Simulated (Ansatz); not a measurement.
Ansatz (a program for electronic structure) input (RI-MP2/cc-pVTZ):
A basis named .json is the Basis Set Exchange file of that set.

Ansatz 0.2 input:
```yaml
crystal:
  periodic: [false, false, false]
  atoms:
    - {symbol: C, position_ang: [-1.89148725, 0.12921332, 0.01626243]}
    - {symbol: C, position_ang: [-1.21468321, -1.24886017, 0.19628799]}
    - {symbol: C, position_ang: [0.18808673, -1.08123378, 0.66201758]}
    - {symbol: C, position_ang: [1.06692226, -0.17733930, -0.12827795]}
    - {symbol: C, position_ang: [0.38492677, 1.19730493, -0.28396211]}
    - {symbol: C, position_ang: [-1.02984655, 1.05309135, -0.84607505]}
    - {symbol: N, position_ang: [2.37246548, -0.01760761, 0.51202702]}
    - {symbol: H, position_ang: [-2.03732664, 0.58433819, 1.00059226]}
    - {symbol: H, position_ang: [-2.88152135, 0.00286807, -0.42969432]}
    - {symbol: H, position_ang: [-1.78974110, -1.86895268, 0.88540102]}
    - {symbol: H, position_ang: [-1.23132442, -1.75743091, -0.77853133]}
    - {symbol: H, position_ang: [0.47941819, -1.33705556, 1.67273817]}
    - {symbol: H, position_ang: [1.14834115, -0.59308813, -1.15175340]}
    - {symbol: H, position_ang: [0.35701718, 1.67312204, 0.70020974]}
    - {symbol: H, position_ang: [0.99236887, 1.83359444, -0.93598097]}
    - {symbol: H, position_ang: [-0.97714413, 0.65009848, -1.86388484]}
    - {symbol: H, position_ang: [-1.49888293, 2.03669285, -0.92604268]}
    - {symbol: H, position_ang: [2.97061936, 0.58109002, -0.04608846]}
    - {symbol: H, position_ang: [2.83740484, -0.91508159, 0.59132816]}
basis:
  gaussian:
    orbitals: cc-pVTZ
    fitting: {mean_field: def2-universal-jkfit, correlation: cc-pVTZ-RIFIT.json}
magnetization: {spin_polarized: true, initial_magnetization: 1}
correlation: {method: mp2, electrons: outside_noble_gas}
```

Output:

```
Functional definition: HF
integrals: 0.81 GiB planned
743 factors; integrals over basis functions are off by at most 9.1e-1 eV
0.86 GiB of device memory are held for the factors and their scratch space
mean field: 1.78 GiB planned
mean field evaluation 1: about -7849.9865 eV, gradient 3.2e1 eV
mean field evaluation 2: about -7854.8715 eV, gradient 1.4e1 eV
mean field evaluation 4: about -7855.9922 eV, gradient 8.8e-1 eV
mean field evaluation 8: about -7856.0054 eV, gradient 2.6e-6 eV
mean field -7856.00539921 eV, -288.7028734291 hartree, gradient 2.6e-6 eV, S^2 0.764071; 0 other end points of the search recorded, 0 dependent functions left out
7 core orbitals not correlated
927 factors; their error is unknown
reference -7856.00539921 eV, -288.7028734291 hartree; 21, 20 occupied and 350, 351 virtual orbitals, 927 factors
second order -33.04250866 eV of doubles, -0.00000000 eV of singles
Total energy: -7889.04790786 eV, -289.9171632252 hartree
```

It need not be the lowest isomer of its formula.
